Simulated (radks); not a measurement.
Spherical jellium clusters: N electrons in a uniform positive sphere of charge N and radius rs N^(1/3), rs = 3.78 bohr. Method: non-relativistic Kohn-Sham, exchange-only LDA, spin-polarised, spherical densities; computed with a radial shooting solver with Libxc functionals. Levels are named by radial order and angular momentum (1s, 1p, 1d, 2s, ...), and open shells are averaged over m.

N = 19, configuration 1s2 1p6 1d10 2s(up 1, down 0). This is the lowest configuration that the search found. Occupied and some empty levels:

level,occupation,eigenvalue (eV),<r> (bohr)
1s up,1,-4.7556,5.854
1s down,1,-4.4410,6.573
1p up,3,-3.7363,7.409
1p down,3,-3.6281,7.566
1d up,5,-2.6032,8.432
1d down,5,-2.5400,8.437
2s up,1,-2.4025,7.181
2s down,0,-1.8236,7.617
1f up,0,-1.3488,9.400
1f down,0,-1.2864,9.362
2p up,0,-0.97620,9.420
2p down,0,-0.74168,10.16
1g up,0,-0.048605,10.88

Energy (eV): total -19.7084, kinetic 34.992, external -1146.3, Hartree 563.32, exchange-correlation -56.029, background 584.34.
